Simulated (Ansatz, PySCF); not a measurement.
System: GeF2, net charge 0, triplet state. This is an excited triplet: at this geometry the singlet lies 3.30 eV lower at RI-MP2/CBS(aug-cc-pVTZ,aug-cc-pVQZ)+[CCSD(T)-MP2]/aug-cc-pVTZ. 
Coordinates optimised at B3LYP-D3(BJ)/def2-TZVP (Ansatz, a first-principles code):
```
Ge
F 1 1.7555
F 1 1.7555 2 114.30
```
Charge 0, spin multiplicity 3.

Total electronic energies in hartree. Cores are frozen in the correlated levels unless marked. UHF or UKS for open shells. Spin-orbit coupling is left out. Frozen are the shells of the preceding noble gas and the d and f shells that filled before the atom's block. No relativistic terms. Basis-set limits of correlation are two-point, X^-3; Hartree-Fock from the larger set. The bracket is a focal-point correction in the basis named.

```tsv
level	program	energy (Eh)
HF/STO-3G	Ansatz	-2247.73559
HF/6-31G	Ansatz	-2273.83549
RI-HF/aug-cc-pVQZ	Ansatz	-2274.36487
revPBE-D3(BJ)/def2-TZVPD	Ansatz + dftd3	-2276.51574
TPSS/def2-TZVPD	PySCF	-2276.72225
TPSS-D4/def2-TZVPD	PySCF + dftd4	-2276.72410
r2SCAN/def2-TZVPD	Ansatz	-2276.64927
r2SCAN-D3(BJ)/def2-TZVPD	Ansatz + dftd3	-2276.64952
B3LYP/def2-TZVPD	Ansatz	-2276.77911
PBE0/6-31G*	Ansatz	-2275.89771
PBE0-D3(BJ)/def2-TZVP	Ansatz + dftd3	-2276.28182
TPSSh-D4/def2-TZVPD	PySCF + dftd4	-2276.69375
M06-2X/def2-TZVPD	PySCF	-2276.68063
MN15/def2-TZVPD	PySCF	-2276.88740
wB97X/def2-TZVPD	Ansatz	-2276.72229
RPA@PBE/cc-pVTZ	Ansatz	-2275.17358
RPA@PBE/cc-pVQZ	Ansatz	-2275.29357
MP2/STO-3G	Ansatz	-2247.78876
RI-MP2/CBS(cc-pVTZ,cc-pVQZ)	Ansatz	-2275.0355
SCS-MP2/STO-3G	Ansatz	-2247.79037
SCS-MP2/6-31G	Ansatz	-2274.10868
RI-MP2/CBS(aug-cc-pVTZ,aug-cc-pVQZ)+[CCSD(T)-MP2]/aug-cc-pVDZ	Ansatz	-2275.0552
CCSD(T)/CBS(cc-pVTZ,cc-pVQZ)	Ansatz	-2275.0541
```

Totals of different functionals don't rank their quality; only differences between species are comparable.
